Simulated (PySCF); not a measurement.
H₈N₂OSi₂, SMILES N[SiH2]O[SiH2]N.

Geometry: B3LYP-D3(BJ)/def2-SVP. Other conformers were not sampled.

Computed with TDA-LC-ωPBE/def2-SVPD (PySCF).

Vertical excitations. The molecule is in vacuum. State labels are in the subgroup C2.

Question: Give excitation energies, oscillator strengths and character. (The exact figures need the calculation; the answer reports its results.)

Answer: 
| state | symmetry | energy (eV) | λ (nm) | f | main pairs |
|---|---|---|---|---|---|
| S1 | B | 7.19 | 172 | 0.117 | HOMO→LUMO 71 %, HOMO−1→LUMO+1 14 % |
| S2 | A | 7.33 | 169 | 0.002 | HOMO−1→LUMO 63 %, HOMO→LUMO+1 20 % |
| S3 | B | 8.35 | 148 | 0.016 | HOMO−2→LUMO 44 %, HOMO−2→LUMO+4 12 %, HOMO→LUMO+4 9 %, HOMO→LUMO+2 9 % |
| S4 | B | 8.61 | 144 | 0.028 | HOMO→LUMO+2 25 %, HOMO−2→LUMO 11 %, HOMO→LUMO+4 10 %, HOMO−1→LUMO+1 8 % |
| S5 | A | 8.65 | 143 | 0.004 | HOMO→LUMO+1 16 %, HOMO−1→LUMO+7 14 %, HOMO−3→LUMO 11 %, HOMO→LUMO+3 10 % |
| S6 | B | 8.72 | 142 | 0.029 | HOMO→LUMO+7 25 %, HOMO→LUMO+4 13 %, HOMO−1→LUMO+5 9 %, HOMO−2→LUMO 9 % |
| S7 | A | 8.75 | 142 | 0.063 | HOMO→LUMO+5 30 %, HOMO−1→LUMO+2 27 %, HOMO−1→LUMO+4 19 % |
| S8 | A | 8.79 | 141 | 0.012 | HOMO→LUMO+5 29 %, HOMO−3→LUMO 12 %, HOMO−1→LUMO+7 11 %, HOMO−2→LUMO+1 6 % |
| S9 | B | 8.84 | 140 | 0.007 | HOMO−2→LUMO+4 24 %, HOMO−1→LUMO+5 24 %, HOMO−2→LUMO+2 20 %, HOMO→LUMO+6 6 % |
| S10 | A | 9.09 | 136 | 0.004 | HOMO→LUMO+5 15 %, HOMO−3→LUMO+2 12 %, HOMO−3→LUMO+4 10 %, HOMO−2→LUMO+1 10 % |
| T1 | B | 6.71 | 185 | 0 | HOMO→LUMO 63 %, HOMO−1→LUMO+1 14 % |
| T2 | A | 6.83 | 182 | 0 | HOMO−1→LUMO 55 %, HOMO→LUMO+1 21 % |
| T3 | B | 7.86 | 158 | 0 | HOMO−2→LUMO 25 %, HOMO→LUMO+4 19 %, HOMO→LUMO+2 10 %, HOMO−3→LUMO+5 9 % |
| T4 | B | 8.03 | 154 | 0 | HOMO→LUMO+4 26 %, HOMO−2→LUMO 19 %, HOMO→LUMO+2 10 %, HOMO−2→LUMO+6 8 % |
Triplets are in the Tamm–Dancoff approximation.
